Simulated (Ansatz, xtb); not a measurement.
## Two isomers of C5H3F3S

Structure a: `FCc1c(F)csc1F`, a singlet. Structure b: `Fc1cscc1C(F)F`, a singlet. Both are isolated molecules in the gas phase, relaxed with B3LYP-D3(BJ)/def2-SVP; the shapes shown needn't be the lowest conformers.

a (Å):

```xyz
12

C    -0.1115    0.5529   -1.5218
C     0.4909    0.9137   -0.2038
C     0.0170    1.9552    0.6623
C     0.7558    2.1637    1.7896
C     1.6297    0.3727    0.3302
F     0.2539    1.4590   -2.5036
F    -1.0867    2.6400    0.3634
F     2.3492   -0.6082   -0.1938
S     2.1135    1.0710    1.8451
H    -1.2115    0.5575   -1.4490
H     0.2238   -0.4505   -1.8289
H     0.5816    2.8855    2.5837
```

b (Å):

```xyz
12

C    -0.9140    1.1411   -0.2923
C    -1.0902   -0.1841   -0.5821
C     1.2156    0.6395   -1.0406
C     0.4045    1.6308   -0.5482
C     0.8132    3.0570   -0.3395
F    -1.8686    1.9327    0.2022
F     0.2224    3.8627   -1.2655
F     2.1595    3.1848   -0.4795
S     0.3836   -0.8655   -1.1861
H    -1.9960   -0.7751   -0.4689
H     2.2633    0.7306   -1.3191
H     0.5284    3.4357    0.6579
```

Problem. Which of the two would you expect CCSD(T)/def2-SVP + ΔMP2/def2-TZVPP electronic energies to favour?

Solution. Structure b; the calculation gives E(b) − E(a) = −13.9 kcal/mol.

How the difference moves with the method:

```
                             level               geometry  E(b) − E(a) (kcal/mol)  departure from the last row (kcal/mol)  job, with rough time for the two
             B3LYP-D3(BJ)/def2-SVP  B3LYP-D3(BJ)/def2-SVP                     −12.9                                    +1.0                optimisation, 97 s
                       HF/def2-SVP  B3LYP-D3(BJ)/def2-SVP                     −15.5                                    −1.7           part of the CCSD(T) run
                      MP2/def2-SVP  B3LYP-D3(BJ)/def2-SVP                     −15.4                                    −1.5           part of the CCSD(T) run
                  CCSD(T)/def2-SVP  B3LYP-D3(BJ)/def2-SVP                     −14.7                                    −0.8                      single point
CCSD(T)/def2-SVP + ΔMP2/def2-TZVPP  B3LYP-D3(BJ)/def2-SVP                     −13.9                                                     single point, 2.1 min
```

As drawn, both hold the same kinds of bond in the same numbers.

The levels shown agree on the order. The largest departure from CCSD(T)/def2-SVP + ΔMP2/def2-TZVPP is that of HF/def2-SVP, 1.7 kcal/mol. Levels run at GFN2-xTB geometries aren't shown. The last row adds to CCSD(T) the change of the MP2 difference between the two basis sets, here +0.8 kcal/mol.

With thermal terms from frequencies at re-optimised GFN2-xTB minima (ideal gas, soft modes damped towards free rotors, one conformer each, 298.15 K, 1 atm): the zero-point term adds 0.0 kcal/mol; ΔH is −14.1 and ΔG −13.8 kcal/mol.

The correlated steps freeze 13 core orbitals. Codes used: Ansatz 0.2.0, xtb 6.7.1; the last row on 4 threads of Arm Neoverse V1 on a shared host.
